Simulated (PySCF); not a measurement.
**MOOH across group 15**

Level: PBE0, basis family def2-TZVP, no relativity.

Each entry is the lowest minimum that a search over a few typed start shapes (and spin states, where more than one is plausible) found, or that minimum re-optimised at the stated level; isomers with ligand–ligand bonds, or fragments after loss of a ligand pair, can lie lower. Open shells are unrestricted; no spin–orbit coupling; PySCF with density fitting.

```json
{"molecule": "NO(OH)", "2S+1": "1", "point group": "Cs", "mean bond to the central atom (Å)": "1.280", "gap (eV)": "6.03", "polar-tensor charge of the central atom": "0.82", "highest ω (cm⁻¹)": "3801", "distinct angles (°)": "103/111"}
{"molecule": "PO(OH)", "2S+1": "1", "point group": "Cs", "mean bond to the central atom (Å)": "1.537", "gap (eV)": "6.33", "polar-tensor charge of the central atom": "1.06", "highest ω (cm⁻¹)": "3767", "distinct angles (°)": "113/111"}
{"molecule": "AsO(OH)", "2S+1": "1", "point group": "Cs", "mean bond to the central atom (Å)": "1.688", "gap (eV)": "5.57", "polar-tensor charge of the central atom": "1.10", "highest ω (cm⁻¹)": "3790", "distinct angles (°)": "110/106"}
```

Left out of the table are members whose search was unfinished or whose lowest solution was spin-contaminated, unstable, very soft or bonded differently.
